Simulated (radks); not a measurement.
Dy12+, configuration [Kr] 4d10 4f6 5s2 (the NIST ground configuration).

All-electron calculation, non-relativistic Kohn-Sham, PBE, spin-polarised, spherical densities, point nucleus; open shells are filled with parallel spins first (spin-orbit coupling, left out, can overturn this in heavy ions); relativity is left out, which matters for an element this heavy. Program: a radial shooting solver on a logarithmic mesh with Libxc functionals.

Energy parts (hartree):
total: -11601.6659
kinetic: 11598.7285
electron-nucleus: -27095.3914
Hartree: 4139.1153
exchange-correlation: -244.1183

Orbitals (lengths in bohr, moments of r in powers of bohr; <r^-3> diverges for s and p1/2; r(90%) holds 90 % of the orbital's charge):
\begin{tabular}{lrrrrr}
orbital & occ. & eigenvalue (hartree) & <r^-3> & <1/r> & r(90%) \\ \hline
1s down & 1 & -1853.532 & - & 65.46 & 0.0408 \\
1s up & 1 & -1853.531 & - & 65.46 & 0.0408 \\
2s up & 1 & -304.2823 & - & 15.24 & 0.150 \\
2s down & 1 & -304.2779 & - & 15.25 & 0.150 \\
2p up & 3 & -290.3769 & 9868 & 15.27 & 0.134 \\
2p down & 3 & -290.3746 & 9869 & 15.27 & 0.134 \\
3s up & 1 & -74.19475 & - & 5.774 & 0.367 \\
3s down & 1 & -74.04596 & - & 5.782 & 0.366 \\
3p up & 3 & -67.94906 & 2031 & 5.716 & 0.359 \\
3p down & 3 & -67.81400 & 2037 & 5.724 & 0.359 \\
3d up & 5 & -56.30441 & 349.7 & 5.619 & 0.331 \\
3d down & 5 & -56.20769 & 350.7 & 5.627 & 0.330 \\
4s up & 1 & -21.15688 & - & 2.502 & 0.798 \\
4s down & 1 & -20.91016 & - & 2.497 & 0.799 \\
4p up & 3 & -18.66121 & 467.0 & 2.415 & 0.822 \\
4p down & 3 & -18.41600 & 464.2 & 2.409 & 0.823 \\
4d up & 5 & -14.17920 & 69.78 & 2.232 & 0.877 \\
4d down & 5 & -13.93596 & 69.21 & 2.225 & 0.880 \\
4f up & 6 & -8.53100 & 13.13 & 1.890 & 1.02 \\
5s up & 1 & -8.46101 & - & 1.156 & 1.62 \\
5s down & 1 & -8.34416 & - & 1.143 & 1.64 \\
4f down & 0 & -8.28817 & 12.96 & 1.877 & 1.03 \\
5p up & 0 & -7.57611 & 112.6 & 1.093 & 1.72 \\
5p down & 0 & -7.47073 & 109.1 & 1.079 & 1.73 \\
6s up & 0 & -4.61395 & - & 0.6689 & 2.78 \\
6s down & 0 & -4.57543 & - & 0.6640 & 2.80 \\
\end{tabular}

The highest occupied level is 5s down at -227.06 eV. Summed over all electrons, <r^2> = 14.02 bohr^2, which gives a Langevin (diamagnetic) susceptibility term of -11.1 x 10^-6 cm^3/mol. The spin density at the nucleus is -0.585 e/bohr^3 (1s 0.031, 2s -0.543, 3s -6.214, 4s 2.512, 5s 3.629).
